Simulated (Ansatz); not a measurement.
Total energies of CHFNOSi, SMILES `O=C=N[SiH]F` radical.

```xyz
6

O     0.572    0.642    2.659
C     0.332    0.304    1.575
N     0.060   -0.080    0.472
Si    0.156   -0.132   -1.226
F    -1.002    0.794   -1.820
H    -0.117   -1.527   -1.660
```

The species carries charge 0 and has multiplicity 2. The structure was optimised at the PBE0-D4/def2-TZVP level. It is one conformer, not always the lowest. Basis def2-TZVPP, the Gaussian-basis code of Ansatz.

RPA on PBE orbitals: Hartree–Fock energy of these orbitals -556.26991 Eh, correlation -1.39558 Eh (frozen core).

| functional | kind | energy without D4 (Eh) | D4 term (kJ/mol) |
| --- | --- | --- | --- |
| LDA (SPW92) | LDA | -555.09790 | – |
| r2SCAN0 | meta-GGA hybrid, 25 % | -558.00600 | -3.4 |

**Question.** Give the same for PBE, revPBE, BLYP, r2SCAN, B97M-V, PBE0, B3LYP, r2SCANh, HSE06 (plane-wave form), BHLYP, CAM-B3LYP, LC-ωPBE, ωB97X-V, ωB97M-V, B2PLYP, PBE-QIDH. (Estimate.)

**Answer.** The calculation gave: 
```
             functional                                       kind  energy without D4 (Eh)  D4 term (kJ/mol)
                    PBE                                        GGA              -557.77838             -11.9
                 revPBE                                        GGA              -558.06131             -37.6
                   BLYP                                        GGA              -558.17285             -26.6
                 r2SCAN                                   meta-GGA              -558.05431              -2.8
                 B97M-V                         meta-GGA with VV10              -558.06032                 –
                   PBE0         global hybrid, 25 % exact exchange              -557.79710             -10.0
                  B3LYP                        global hybrid, 20 %              -558.22240             -19.4
                r2SCANh                      meta-GGA hybrid, 10 %              -558.03444              -3.0
HSE06 (plane-wave form)                            screened hybrid              -557.77912              -9.3
                  BHLYP                        global hybrid, 50 %              -558.07635             -14.6
              CAM-B3LYP                     range-separated hybrid              -558.12149             -10.1
                LC-ωPBE                long-range corrected hybrid              -557.93659                 –
                ωB97X-V       range-separated hybrid GGA with VV10              -558.05918                 –
                ωB97M-V  range-separated hybrid meta-GGA with VV10              -558.11115                 –
                 B2PLYP                              double hybrid              -557.91639                 –
               PBE-QIDH                              double hybrid              -557.67076                 –
```

B3LYP takes the VWN-RPA correlation (the form of Gaussian; ORCA's B3LYP/G). HSE06 is the plane-wave form, built on full-range PBE exchange. The double hybrids freeze the cores in their second-order part.

LC-ωPBE has ω = 0.4 bohr⁻¹.
